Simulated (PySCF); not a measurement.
SMILES F[C]F (CF2 (cation, charge +1)), doublet (CAM-B3LYP/def2-SVP optimised geometry):

```
3

F      0.951    -0.499     0.000
C     -0.262    -0.499     0.000
F     -0.951     0.499     0.000
```

Calculation: unrestricted CAM-B3LYP/def2-TZVP in PySCF.

Q: What are the frontier orbital energies (α orbitals alone; a β orbital can be the lowest empty one)?

A: HOMO-2 -25.15 eV, HOMO-1 -24.99 eV, HOMO -20.66 eV, LUMO -10.40 eV, LUMO+1 -3.83 eV.

Meta-Löwdin charges at CAM-B3LYP/def2-TZVP: F1 0.05, C2 0.90, F3 0.05.
